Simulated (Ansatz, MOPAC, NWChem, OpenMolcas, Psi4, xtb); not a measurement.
# GaH2O2 (SMILES [OH][Ga][OH]): the zero-point energy at each level's own minimum, rung by rung

The runs start from one conformer, not always the lowest.

GaH2O2, doublet, SMILES `[OH][Ga][OH]`. Each level relaxes the structure for itself.

Quantity: the zero-point energy at each level's own minimum, in kJ/mol. The values are calculated.

```csv
level,kind,program,value (kJ/mol)
AM1,semi-empirical,MOPAC,65.5
MNDO,semi-empirical,MOPAC,74.8
PM3,semi-empirical,MOPAC,67.8
GFN1-xTB,semi-empirical,xtb,60.1
UHF/3-21G,Hartree–Fock,OpenMolcas,70.3
UHF/6-31G* (spherical functions),Hartree–Fock,NWChem,73.0
UHF/6-31G* (Cartesian functions),Hartree–Fock,OpenMolcas,73.3
UBP86/def2-SVP (density fitting),GGA,Psi4,64.9
UPBE0/def2-SVP,global hybrid,NWChem,68.4
UPBE0-D4/def2-TZVP,global hybrid,Ansatz,68.4
```

All-electron rows without a relativistic Hamiltonian named are non-relativistic. Harmonic and unscaled. The values span 60.1 to 74.8 kJ/mol.
